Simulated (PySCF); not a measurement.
Isomers of C5H7NO, one conformer each; single-point electronic energies without zero-point terms and without any empirical dispersion term.

Computed with PySCF at CAM-B3LYP/def2-SVPD, non-relativistic, each on one gas-phase PBE0-D3(BJ)/def2-SVP geometry that isn't relaxed in the solvent. The solvent is an IEF-PCM continuum (van der Waals radii × 1.2). Only the electrostatic response of the medium enters.

```csv
isomer,"relative energy, gas (kcal/mol)",dipole (D)
`CC#CCC(N)=O`,0.0,4.52
`C(=O)(N(C)C)C#C`,21.8,4.01
```

Question: How do the relative energies look in chloroform (ε = 4.711)?

Answer: 
```tsv
isomer	relative energy, solvent (kcal/mol)	E(solvent) − E(gas) (kcal/mol)	dipole in solvent (D)
`CC#CCC(N)=O`	0.0	-7.1	5.46
`C(=O)(N(C)C)C#C`	23.2	-5.7	5.06
```

The order is unchanged. Conformers: `[CH3:1][C:2]#[C:3][CH2:4][C:5]([NH2:6])=[O:7]` with C3–C4–C5–N6 14°, C4–C5–N6–H -6° and -179°. `CC#CCC(N)=O` gains most from the continuum, and it has the largest gas-phase dipole. The gains span 1.4 kcal/mol, the gas-phase energies 21.8 kcal/mol.
